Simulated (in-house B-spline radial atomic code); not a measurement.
Ionising Cr with different functionals

Computed with a radial B-spline atomic code at the basis-set limit: four-component Dirac-Coulomb Hamiltonian, Fermi nucleus of rms radius 3.6452 fm, spin-restricted, spherical fractional occupations for the functionals. The ionisation energy is the difference of two self-consistent energies, [Ar] 3d5 4s1 → [Ar] 3d5, without Breit or QED terms; ε is the level of the shell that loses the electron (mean over j).

Hybrids are left out here: with spherical fractional occupations of an open shell their exact exchange keeps a self-interaction that integer-occupation calculations don't have.

```
           method  rung  ΔSCF (eV)  -ε(4s) (eV)
         LDA VWN5   LDA          ?            ?
 relativistic LDA   LDA       7.12         4.18
         LDA PW92   LDA       7.13         4.19
LDA exchange-only   LDA       6.28         3.38
              PBE   GGA       6.90         4.01
           PBEsol   GGA          ?            ?
             BLYP   GGA       6.97         3.97
             RPBE   GGA       6.78         3.92
             PW91   GGA       6.94         4.05
             BP86   GGA       7.08         4.19
             AM05   GGA       6.82         3.95
             OLYP   GGA       6.52         3.63
```

Question: What does PBEsol give?

Answer: ΔSCF 6.87 eV, and -ε(4s) = 4.02 eV.

Question: What does LDA VWN5 give?

Answer: ΔSCF 7.13 eV, and -ε(4s) = 4.19 eV.

Question: How do they compare with the NIST value?

Answer: NIST lists 6.767 eV (measured, ground level to ground level). Errors run from -0.49 to +0.37 eV; RPBE is closest (+0.02 eV), but part of that can be cancellation, since the calculations leave out Breit-QED terms, spin polarisation, the choice among j levels, multiplet and fine-structure energies.
